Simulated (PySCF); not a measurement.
C6H11B.
Numbering: `[BH2:1][C@H:2]1[CH2:3][CH2:4][C:5]12[CH2:6][CH2:7]2` (hydrogens: H8, H9 on B1; H10 on C2; H11, H12 on C3; H13, H14 on C4; H15, H16 on C6; H17, H18 on C7)

Structure used (PBE0-D3(BJ)/def2-SVP), in Å, numbered top down from 1:
```xyz
18
C6H11B angstrom
B     -0.0011    1.6010    1.0255
C      0.4411    0.9875   -0.3161
C      1.7270    0.1371   -0.3617
C      0.9701   -1.0687    0.2355
C     -0.3408   -0.3320   -0.0111
C     -1.5135   -0.8591   -0.7701
C     -1.6659   -0.5685    0.6898
H      0.5439    1.2827    2.0599
H     -0.9610    2.3369    1.0727
H      0.1364    1.5040   -1.2362
H      2.0611   -0.0540   -1.3919
H      2.5816    0.5139    0.2188
H      1.0823   -2.0306   -0.2875
H      1.1738   -1.2234    1.3057
H     -2.0038   -0.1879   -1.4811
H     -1.4661   -1.9049   -1.0887
H     -1.6921   -1.4095    1.3886
H     -2.2934    0.2763    0.9822
```

Computed with PySCF at B3LYP/def2-SVPD, non-relativistic, on one gas-phase PBE0-D3(BJ)/def2-SVP geometry that isn't relaxed in the solvent. The solvent is an IEF-PCM continuum (cavity from Bondi-type radii × 1.2). Specific hydrogen bonds and non-electrostatic terms are outside this model.

Gas phase at B3LYP/def2-SVPD: HOMO -7.30 eV, LUMO -0.73 eV, dipole 1.30 D.

Question: What does the continuum do to the energy, the frontier levels and the dipole at B3LYP/def2-SVPD in chloroform?

Answer: 
```csv
solvent,ε,E(solvent) − E(gas) (kcal/mol),polarisation term (kcal/mol),distortion of the solute (kcal/mol),HOMO (eV),LUMO (eV),dipole (D)
chloroform,4.711,-1.03,-1.12,0.09,-7.20,-0.72,1.62
```

The first energy column is the sum of the next two and covers electrostatics alone.

Question: Which radius a makes the point-dipole formula ΔE = −[(ε − 1)/(2ε + 1)]·μ²/a³ give the value in chloroform, with the gas-phase dipole?

Answer: μ = 0.513 au and |ΔE| = 0.00164 Eh give a = 2.04 Å; the farthest nucleus lies 2.73 Å from the centroid of the nuclei, so such a sphere wouldn't even hold the nuclei. The formula assumes a rigid point dipole at the centre of a sphere.

Question: Give the dipole vector in the frame of the coordinates (D, pointing from negative to positive charge), gas and chloroform.

Answer: Gas (-0.14, -1.02, -0.80), solvent (-0.19, -1.26, -0.99). Its length changes by +24 % and its direction by less than 1°.

Question: How does the static polarisability (B3LYP/def2-SVPD, frozen core, with the continuum's full static response) change?

Answer: 
```
    medium  isotropic (au)  principal values (au)  ⟨r²⟩ of the electrons (bohr²)
       gas            81.7       73.8, 83.1, 88.2                          703.6
chloroform           102.2     93.4, 103.5, 109.8                          703.7
```

The isotropic value in chloroform is 1.25 times the gas-phase one; no cavity-field correction is applied. ⟨r²⟩ is taken about the centre of nuclear charge.
